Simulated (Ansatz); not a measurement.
CAlClFNO, SMILES `O=C=[N][Al]([F])[Cl]` at its PBE0-D4/def2-TZVP geometry, where that method's forces vanish. Charge 0, multiplicity 1.

```xyz
6

O    -0.3413   -1.4439    2.5424
C    -0.2617   -0.8880    1.5249
N    -0.1892   -0.3182    0.4751
Al    0.0671    0.5490   -1.0128
F    -1.1502    0.6492   -2.0957
Cl    1.8752    1.4519   -1.4339
```

(1) What forces (eV/Å) does PBE-D4/def2-TZVPP give on these atoms in Ansatz? (Best estimate.)

Answers

(1) Ansatz gave: 
```
O1  -0.102 -0.707  1.294
C2   0.029  0.147 -0.264
N3   0.034  0.415 -0.780
Al4  0.216 -0.005  0.170
F5  -0.413  0.034 -0.368
Cl6  0.235  0.116 -0.053
```
